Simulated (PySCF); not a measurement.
# Electron correlation in S(2+) (sulfur, charge +2)

[Ne] 3s1 3p2 3d1, one real determinant (an excited configuration). Computed with PySCF 2.14 in aug-cc-pCVTZ-DK with one added diffuse shell each of s, p, d, f type (9s8p6d4f, 91 functions), with scalar relativity by spin-free X2C-1e. Frozen: [Ne]; 4 electrons correlated.

MP2 pair energies summed by pair of shells (mhartree):

| pair | energy | share (%) |
| --- | --- | --- |
| 3p-3d | -12.80 | 47.0 |
| 3p-3p | -7.23 | 26.5 |
| 3s-3p | -4.08 | 15.0 |
| 3s-3d | -3.14 | 11.5 |

Total MP2 correlation energy: -27.25 mhartree.

Same-spin part -27.25 and opposite-spin part 0.00 mhartree; SCS-MP2 scales them by 1/3 and 6/5 to -9.08 mhartree.

The reference is one real determinant that mixes LS terms of this configuration.
